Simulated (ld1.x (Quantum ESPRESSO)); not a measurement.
# Ga: excitation energies, all-electron against PAW

| Item | Value |
| --- | --- |
| Element | Ga |
| Generator | ld1.x (Quantum ESPRESSO) 7.5 |
| Type | PAW |
| Functional | PBE |
| Relativity | non-relativistic |
| Frozen core | [Ar] 3d10 |
| Valence charge | 3 |
| Reference configuration | 4s2 4p1 |
| Partial waves | 4s (bound): rcut 1.50, rcutus 1.95 bohr; 4s channel at 0.45 Ry: rcut 1.50, rcutus 1.95 bohr; 4p (bound): rcut 2.15, rcutus 2.70 bohr; 4p channel at 4.75 Ry: rcut 2.15, rcutus 2.70 bohr |
| Local potential | all-electron potential smoothed inside 1.85 bohr (lloc = -1) |
| Core correction | Bessel-smoothed model core inside 1.70 bohr |
| Augmentation charge | PSQ, inside the norm-conserving radii |

Energies are relative to the spin-unpolarised reference configuration 4s2 4p1; without spin polarisation the order of configurations can differ from experiment. Not all tests gave a result: test run stopped at test 6 of 7 (negative rho).

| valence configuration | charge | ΔE all-electron (eV) | error AE − PS (meV) |
| --- | --- | --- | --- |
| 4s2 4p0 | +1 | 5.722 | -11 |
| 4s1 4p0 | +2 | 26.484 | -182 |
| 4s2 4p0.5 | +0.5 | 2.049 | -1.5 |
| 4s1 4p2 | 0 | 6.246 | -16 |

Task: What are ΔE and the potential's error for 4s2 4p1.3?

Result: ΔE = -0.544 eV all-electron; the error (AE − PS) is -0.1 meV.

Levels in the configuration 4s1 4p2:

```
level  all-electron (eV)  pseudo (eV)
   4s             -9.745       -9.786
   4p             -3.357       -3.367
```
